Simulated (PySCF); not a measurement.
Computed data sheet: `CC(C)O[Si@H](O[SiH3])[SiH2]Cl`

Species: C3H13ClO2Si3.
Geometry (GFN2-xTB, Å), atoms numbered from 1 in this order:
```
atom  x, y, z in Å
C1    -1.458   -1.157    1.307
C2    -1.626   -0.250    0.093
C3    -2.936    0.530    0.142
O4    -0.556    0.671    0.061
Si5    0.694    0.762   -0.954
O6     1.459   -0.668   -1.099
Si7    2.429   -1.911   -0.734
Si8    1.951    2.318    0.144
Cl9    3.599    2.744   -0.951
H10   -0.512   -1.689    1.237
H11   -2.270   -1.878    1.353
H12   -1.457   -0.560    2.215
H13   -1.600   -0.861   -0.818
H14   -2.966    1.140    1.041
H15   -3.780   -0.155    0.145
H16   -3.010    1.183   -0.724
H17    0.265    0.959   -2.344
H18    2.845   -2.456   -2.021
H19    3.544   -1.402    0.063
H20    1.625   -2.865    0.035
H21    1.279    3.609    0.335
H22    2.471    1.956    1.473
```

Among its groups: Si–H bond and siloxane link.

**GFN2-xTB geometry**

| Item | Value |
| --- | --- |
| Point group of the GFN2-xTB geometry | C1 |
| Rotational constants A, B, C of the GFN2-xTB geometry | 1.013, 0.495, 0.365 GHz |

From PBE0/pcSseg-1 ground state and GIAO shieldings, non-relativistic (PySCF):

| Quantity | Value |
| --- | --- |
| Dipole moment | 3.01 D |
| HOMO energy | -7.82 eV |
| LUMO energy | -0.39 eV |
| HOMO–LUMO gap | 7.43 eV |
| Lowest Hirshfeld atomic charge | -0.30 e on O6 |
| Highest Hirshfeld atomic charge | +0.39 e on Si7 |
| 13C chemical shifts (computed TMS as zero) by class | 69.9 (C2), 28.5 (C1), 27.3 (C3) ppm |
| 1H chemical shifts (computed TMS as zero) by class | 5.43 (H17), 5.25 (H22), 5.25 (H18/H19/H20), 4.96 (H21), 4.19 (H13), 1.36 (H10/H11/H12), 1.23 (H14/H15/H16) ppm |
| Isotropic shieldings of nuclei other than C and H, by class | 232 (O4), 290 (O6), 382 (Si5), 393 (Si7), 398 (Si8), 1076 (Cl9) ppm |
| Mayer bond orders between heavy atoms | C1–C2 1.04, C2–C3 1.04, C2–O4 0.82, O4–Si5 1.00, Si5–O6 0.91, O6–Si7 0.93, Si5–Si8 0.89, Si8–Cl9 0.91 |

Monoisotopic mass (most abundant isotopes): 199.9912 u.

The rotational constants make it an asymmetric top with κ = (2B − A − C)/(A − C) = -0.60, nearer the prolate limit (−1). With B = h/(8π²I), that is 505.379 GHz u Å² over I, the principal moments of inertia are 498.9, 1021.5 and 1384.7 u Å² (most abundant isotopes); the inertial defect Ic − Ia − Ib is -135.7 u Å² (zero for a rigid planar frame, negative otherwise). In atomic units the dipole is 1.18 e·bohr (1 au = 2.5417 D).

One conformer (not necessarily the lowest) at the GFN2-xTB geometry, without solvent or vibrations. GFN2-xTB frequencies show an imaginary mode (37i cm⁻¹), so this geometry is no minimum at that level. NMR classes are plain means over equivalent atoms (diastereotopic ones count apart unless rotation or inversion swaps them), as if these changed places fast; in this geometry the members of some classes differ.
